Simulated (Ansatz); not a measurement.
`[F][In]([Cl])[O][SiH3]` + H–F → `[F][In]([F])[Cl]` + silanol at 700 K and 1 bar (ligand exchange at the In–O bond).

Calculated with Ansatz (gas phase, PBE0-D4/def2-TZVP geometries, no zero-point term in ΔE). CCSD(T)/CBS adds triple-zeta CCSD(T) − MP2 to the extrapolated MP2 energy (def2 sets, frozen cores). This one scheme is used for every species. def2 core potentials past Kr. For In outer-core shells are correlated without core-valence functions, which leaves a few kJ/mol of doubt a bond. One conformer a species, not always the lowest.

| species | CCSD(T)/CBS energy (Eh) | H − E (kJ/mol) | S (J/(mol·K)) |
| --- | --- | --- | --- |
| `[F][In]([Cl])[O][SiH3]` | -1115.57293 | 162.2 | 523.2 |
| H–F | -100.39570 | 45.2 | 198.5 |
| `[F][In]([F])[Cl]` | -849.27843 | 60.1 | 394.7 |
| `O[SiH3]` | -366.69042 | 144.6 | 321.6 |

H − E and S are ideal-gas, rigid-rotor, harmonic terms from PBE0-D4/def2-TZVP, for one conformer and one mirror image of each species. 1 Eh = 2625.50 kJ/mol, R = 8.31446 J/(mol·K).

**Question.** By hand: ΔE, ΔH, ΔS and ΔG.

**Answer.** ΔE = (-849.27843) + (-366.69042) − (-1115.57293) − (-100.39570) = -0.00022 Eh = -0.6 kJ/mol. Δ(H − E) = 60.1 + 144.6 − 162.2 − 45.2 = -2.7, so ΔH = -3.3 kJ/mol. ΔS = 394.7 + 321.6 − 523.2 − 198.5 = -5.4 J/(mol·K). ΔG = -3.3 − 700 × (-5.4)/1000 = 0.5 kJ/mol.

**Question.** By hand: the equilibrium constant, and the temperature at which ΔG would vanish if ΔH and ΔS stayed fixed.

**Answer.** log₁₀ K = −ΔG/(RT ln 10) = 0.0. ΔG = 0 at ΔH/ΔS = 611 K, though so small a ΔH makes that figure unsure.

TΔS isn't small against ΔH here. The sign of ΔG lies within the doubt. A doubt of 5 kJ/mol in ΔE shifts log₁₀ K by 0.4 here. Other conformers and mirror images would add mixing entropy, several J/(mol·K) or more a flexible species. Modes under 60 cm⁻¹, often nearly free rotors, make the harmonic entropy too high. These are equilibria of isolated gas molecules and say nothing of rates. Largest T1 diagnostic: 0.016 (customary marks: 0.02 for closed shells, 0.045 for open ones).
